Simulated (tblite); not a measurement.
Species: C₅H₇ClO₃Si.
Structure used (GFN2-xTB), in Å, numbered top down from 1:
```
atom  x, y, z in Å
C1    -0.9186    1.3514   -0.6925
C2    -1.0030    0.1868   -0.0716
C3    -2.0805   -0.8189   -0.3198
C4     0.0288   -0.2583    0.9401
O5     0.8018    0.7896    1.4632
Si6    2.3336    0.7765    0.9106
Cl7    3.6475    0.7538    2.3861
O8     2.2099   -0.7056    0.1674
C9     0.9847   -1.2224    0.2254
O10    0.6875   -2.2791   -0.2402
H11   -0.1349    2.0583   -0.4835
H12   -1.6553    1.6498   -1.4173
H13   -1.6363   -1.7723   -0.6028
H14   -2.6645   -0.9773    0.5862
H15   -2.7433   -0.4822   -1.1113
H16   -0.4599   -0.7809    1.7700
H17    2.5956    1.7429   -0.1334
```

All values are computed: GFN2-xTB (tblite) harmonic vibrations without scaling, gas phase. The method is semi-empirical: single wavenumbers can be off by several per cent or more. Modes of hydrogen on silicon can be 10 to 20 % off. One conformer, not necessarily the lowest.

Harmonic wavenumbers (cm⁻¹): 53.5, 78.8, 81.1, 127.3, 168.4, 176.8, 221.7, 291.1, 356.3, 434.4, 458.6, 470.2, 502.0, 588.1, 600.5, 640.7, 662.6, 694.0, 721.6, 842.0, 846.6, 891.3, 902.9, 939.1, 972.3, 1019.5, 1045.7, 1085.6, 1143.5, 1160.4, 1225.6, 1285.3, 1394.3, 1412.7, 1468.0, 1476.0, 1726.8, 1819.9, 2408.3, 2920.3, 3008.7, 3026.1, 3059.5, 3117.9, 3143.3.

A = 2162, B = 640.9, C = 551.3 MHz; mass 177.985 u (most abundant isotopes); point group C1, symmetry number 1.

Task: What is the zero-point energy?

Result: Half the sum of the wavenumbers: 25335 cm⁻¹ = 303.07 kJ/mol.

Task: What is S at 500 K and 1 bar for an ideal gas of classical rigid rotors and harmonic oscillators?

Result: Translation 184.23, rotation 133.73, vibration 220.11: S = 538.1 J/(mol K).

Task: And Cp and H(500 K) − H(0)?

Result: Cp = 240.38 J/(mol K), of which vibrations give 207.12 (their classical limit is 45 R = 374.2); H(500 K) − H(0) = 72.67 kJ/mol without the zero-point energy, 56.04 from vibrations.

Task: Which modes carry the vibrational entropy at 500 K?

Result: 53.5 cm⁻¹: 23.88; 78.8 cm⁻¹: 20.67; 81.1 cm⁻¹: 20.43; 127.3 cm⁻¹: 16.71; 168.4 cm⁻¹: 14.42; 176.8 cm⁻¹: 14.02 J/(mol K); the other 39 give 109.98 together.

Task: How do the functions run with temperature in this model?

Result: 
```json
{"T (K)": "50", "S (J/(mol K))": "254.7", "Cp (J/(mol K))": "57.7", "H − H(0) (kJ/mol)": "2.13", "G − H(0) (kJ/mol)": "-10.61", "ln q(vib)": "0.49"}
{"T (K)": "100", "S (J/(mol K))": "302.7", "Cp (J/(mol K))": "82.3", "H − H(0) (kJ/mol)": "5.66", "G − H(0) (kJ/mol)": "-24.62", "ln q(vib)": "1.80"}
{"T (K)": "298.15", "S (J/(mol K))": "432.1", "Cp (J/(mol K))": "170.4", "H − H(0) (kJ/mol)": "30.70", "G − H(0) (kJ/mol)": "-98.14", "ln q(vib)": "7.42"}
{"T (K)": "373.15", "S (J/(mol K))": "473.6", "Cp (J/(mol K))": "200.0", "H − H(0) (kJ/mol)": "44.61", "G − H(0) (kJ/mol)": "-132.12", "ln q(vib)": "9.52"}
{"T (K)": "750", "S (J/(mol K))": "646.4", "Cp (J/(mol K))": "292.9", "H − H(0) (kJ/mol)": "139.92", "G − H(0) (kJ/mol)": "-344.90", "ln q(vib)": "19.45"}
{"T (K)": "1000", "S (J/(mol K))": "735.5", "Cp (J/(mol K))": "325.3", "H − H(0) (kJ/mol)": "217.50", "G − H(0) (kJ/mol)": "-517.97", "ln q(vib)": "25.28"}
```

q(vib) and H(0) count from the zero-point level.

Hindered rotation and anharmonicity are outside this model. Other conformers, if any are populated, would add a mixing term that is left out. The structure is chiral; the term R ln 2 for an equal mix with its mirror image is left out.

Time: 0.81 s. Hardware: an Arm Neoverse V1 with one thread, no GPU, shared host with 32 logical CPUs at a one-minute load of 16. This covers the Hessian and the dipole derivatives.
